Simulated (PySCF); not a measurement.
## Electronic structure of Si (silicon, neutral) at the UHF level

Configuration: [Ne] 3s1 3p2 3d1, one real determinant (an excited configuration). All numbers are calculated (PySCF 2.14, the non-relativistic Hamiltonian (point nucleus), in aug-cc-pV(T+d)Z).

```json
{"Total energy": "-288.481357 hartree", "One-electron energy": "-398.0365 hartree", "Hartree (Coulomb) energy": "129.8291 hartree", "Exchange energy": "-20.2739 hartree", "Kinetic energy": "288.55547 hartree", "⟨S²⟩": "6.0001", "⟨L²⟩": "7.988", "Sum of ⟨r⟩": "16.35 bohr", "Sum of ⟨r²⟩": "47.83 bohr²", "Traceless quadrupole moment −½Σ⟨3z² − r²⟩ along its main axis": "-2.25 e·bohr²", "Density at the nucleus (Gaussians lack the cusp)": "1730 bohr⁻³", "Spin density at the nucleus": "4.44 bohr⁻³", "Langevin diamagnetic susceptibility": "-37.9 ×10⁻⁶ cm³/mol"}
```

```json
{"shell": "1s α", "electrons": "1", "mean orbital energy (hartree)": "-69.00690", "spread (hartree)": "0", "rms radius, mean of both spins (bohr)": "0.129"}
{"shell": "1s β", "electrons": "1", "mean orbital energy (hartree)": "-68.98090", "spread (hartree)": "0", "rms radius, mean of both spins (bohr)": "0.129"}
{"shell": "2s α", "electrons": "1", "mean orbital energy (hartree)": "-6.34520", "spread (hartree)": "0", "rms radius, mean of both spins (bohr)": "0.615"}
{"shell": "2s β", "electrons": "1", "mean orbital energy (hartree)": "-6.30150", "spread (hartree)": "0", "rms radius, mean of both spins (bohr)": "0.615"}
{"shell": "2p α", "electrons": "3", "mean orbital energy (hartree)": "-4.45024", "spread (hartree)": "0.01426", "rms radius, mean of both spins (bohr)": "0.598"}
{"shell": "2p β", "electrons": "3", "mean orbital energy (hartree)": "-4.41221", "spread (hartree)": "0.01612", "rms radius, mean of both spins (bohr)": "0.598"}
{"shell": "3s α", "electrons": "1", "mean orbital energy (hartree)": "-0.78126", "spread (hartree)": "0", "rms radius, mean of both spins (bohr)": "2.24"}
{"shell": "3p α", "electrons": "2", "mean orbital energy (hartree)": "-0.43586", "spread (hartree)": "0", "rms radius, mean of both spins (bohr)": "2.67"}
{"shell": "3d α", "electrons": "1", "mean orbital energy (hartree)": "-0.05139", "spread (hartree)": "0", "rms radius, mean of both spins (bohr)": "5.06"}
```

⟨L²⟩ = 7.99 against 12 for a pure F term, so this real determinant mixes terms. The outer electron is Rydberg-like, and this basis confines it to a smaller radius and binds it less than a complete one would.

Spin-orbit constants ζ (cm⁻¹) from the X2C one-electron operator on these orbitals (non-relativistic here): bare nucleus, nucleus screened by l(l+1)(2l+1)/3 electrons, and screened by the Breit-Pauli mean field of the electrons.

```csv
shell,bare,screened nucleus,mean field
2p,3848,3298,3048
3p,214.0,183.5,166.7
3d,2.824,0.8069,0.3189
```

To first order the Landé constant is A = 13.94 cm⁻¹, so the lowest level has J = 1 and lies 0.0138 eV below the centre of the term. This holds in LS coupling only.
